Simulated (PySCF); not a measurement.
C4H9NSi, SMILES C=C=C[Si@@H](C)N. Atoms are numbered in the order given.

```xyz
15

C      3.0800    -0.8486     0.1244
C      1.8767    -0.4989     0.5120
C      0.6588    -0.1445     0.8506
Si    -0.6772     0.2248    -0.4124
C     -2.1090    -0.9757    -0.2672
N     -1.2983     1.8090    -0.0553
H      3.3401    -1.9006    -0.0381
H      3.8630    -0.1001    -0.0412
H      0.4139    -0.0631     1.9217
H     -0.0331     0.0585    -1.7590
H     -2.5530    -0.9365     0.7404
H     -1.7740    -2.0076    -0.4574
H     -2.9024    -0.7438    -0.9974
H     -2.1736     2.0958    -0.4857
H     -0.6518     2.5935    -0.0425
```
Charge 0, spin multiplicity 1.

Geometry optimised at r2SCAN-D4/def2-SVP. The structure was generated by enumeration; whether it is a known compound was not checked. Other conformers were not sampled.

All values below come from PBE0/pcSseg-1 (PySCF).

GIAO shieldings, no solvent; atoms listed in one row are averaged. δ = σ(ref) − σ: ¹³C against TMS (σ = 186.3 ppm); ²⁹Si against TMS (σ = 352.7 ppm); ¹⁵N against NH3 (σ = 267.4 ppm); ¹H against TMS (σ = 31.56 ppm), references at their B3LYP-D3(BJ)/def2-TZVP geometries, non-relativistic.

### Question
Estimate the chemical shifts. (Estimate from the structure and the level; the computed values follow.)

### Answer

| nucleus | atoms | count | δ (ppm) |
|---|---|---|---|
| ¹³C | C2 | 1 | 231.2 |
| ¹³C | C3 | 1 | 87.0 |
| ¹³C | C1 | 1 | 73.4 |
| ¹³C | C5 | 1 | 1.2 |
| ²⁹Si | Si4 | 1 | -10.5 |
| ¹⁵N | N6 | 1 | 21.1 |
| ¹H | H9 | 1 | 5.45 |
| ¹H | H10 | 1 | 5.29 |
| ¹H | H7, H8 | 2 | 4.90 |
| ¹H | H11, H12, H13 | 3 | 0.56 |
| ¹H | H15 | 1 | 0.45 |
| ¹H | H14 | 1 | 0.37 |
